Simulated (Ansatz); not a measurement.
`F[CH2][InH2]` and `F[SiH2][InH2]` differ in one element.

Ansatz, PBE0-D4/def2-TZVP geometries, multiplicity 1. 

Elements past krypton have def2 core potentials.

```
                                      property  `F[CH2][InH2]`
           HOMO–LUMO gap (PBE/def2-TZVPP) / eV            3.55
           HOMO energy (B3LYP/def2-TZVPP) / eV           -7.17
size of the dipole moment (PBE/def2-TZVPP) / D            1.35
             LUMO energy (PBE/def2-TZVPP) / eV           -2.52
       HOMO–LUMO gap (ωB97M-V/def2-TZVPP) / eV            9.22
           LUMO energy (B3LYP/def2-TZVPP) / eV           -2.10
```

(1) Give the same properties after the change, and the shifts. (An estimate is asked.)

Answers

(1) Computed: 
| property | `F[SiH2][InH2]` | shift |
| --- | --- | --- |
| HOMO–LUMO gap (PBE/def2-TZVPP) / eV | 3.34 | -0.21 |
| HOMO energy (B3LYP/def2-TZVPP) / eV | -7.24 | -0.07 |
| size of the dipole moment (PBE/def2-TZVPP) / D | 1.11 | -0.24 |
| LUMO energy (PBE/def2-TZVPP) / eV | -3.00 | -0.48 |
| HOMO–LUMO gap (ωB97M-V/def2-TZVPP) / eV | 8.70 | -0.52 |
| LUMO energy (B3LYP/def2-TZVPP) / eV | -2.55 | -0.45 |

With PBE0 the HOMO falls by 0.07 eV and the LUMO falls by 0.49 eV, so the gap narrows by about 0.42 eV. PBE moves the HOMO by -0.27 eV and ωB97M-V by 0.14 eV. Dipoles are sizes alone; their direction can turn.

B3LYP here is the variant with VWN-RPA as its local correlation; programs differ in this.
